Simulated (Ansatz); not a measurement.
Calculation: Ansatz (a program for electronic structure) with frozen-core CCSD(T)/cc-pVTZ // PBE0-D3(BJ)/def2-TZVP.

Ansatz 0.2 input:
```yaml
crystal:
  periodic: [false, false, false]
  atoms:
    - { symbol: O, position_ang: [0.323249, -0.947447, -1.206937] }
    - { symbol: Si, position_ang: [0.092191, -0.058387, 0.140691] }
    - { symbol: O, position_ang: [-1.499323, -0.058819, 0.496615] }
    - { symbol: O, position_ang: [0.558918, 1.475541, -0.157534] }
    - { symbol: H, position_ang: [1.20425, -0.984719, -1.580563] }
    - { symbol: H, position_ang: [0.873145, -0.622331, 1.26841] }
    - { symbol: H, position_ang: [-1.941452, -0.90243, 0.596644] }
    - { symbol: H, position_ang: [0.400658, 2.137198, 0.516504] }
basis:
  gaussian: { orbitals: cc-pVTZ }
correlation:
  method: ccsd_t
```

Output:

```
Functional definition: HF
1060 factors; integrals over basis functions are off by at most 1.2e-3 eV
mean field evaluation 1: about -14039.0954 eV, gradient 5.5e1 eV
mean field evaluation 2: about -14039.2894 eV, gradient 5.5e1 eV
mean field evaluation 4: about -14044.3537 eV, gradient 2.8e0 eV
mean field evaluation 8: about -14044.3918 eV, gradient 9.5e-2 eV
mean field evaluation 16: about -14042.3689 eV, gradient 3.4e1 eV
mean field -14044.39187604 eV, -516.1218818137 hartree, gradient 2.4e-6 eV, S^2 0.000000; 0 other end points of the search recorded, 0 dependent functions left out
8 core orbitals not correlated
reference -14044.39187604 eV, -516.1218818137 hartree; 13, 13 occupied and 159, 159 virtual orbitals, 1060 factors
second order -22.98169488 eV of doubles, -0.00000000 eV of singles
cycle   1  -22.82146975 eV  change    1.6e-1 eV  update   9.0e-2
cycle   2  -23.29099743 eV  change   -4.7e-1 eV  update   2.4e-2
cycle   3  -23.39415173 eV  change   -1.0e-1 eV  update   1.2e-2
cycle   4  -23.37803592 eV  change    1.6e-2 eV  update   2.5e-3
cycle   5  -23.37779145 eV  change    2.4e-4 eV  update   1.2e-3
cycle   6  -23.37846678 eV  change   -6.8e-4 eV  update   3.1e-4
cycle   7  -23.37828799 eV  change    1.8e-4 eV  update   1.2e-4
cycle   8  -23.37822363 eV  change    6.4e-5 eV  update   3.1e-5
cycle   9  -23.37822347 eV  change    1.6e-7 eV  update   1.0e-5
perturbative correction -0.79150240 eV, -0.0290871766 hartree
Total energy: -14068.56160190 eV, -517.0101028564 hartree
```

Cost: about 100 core-seconds (a rough figure).
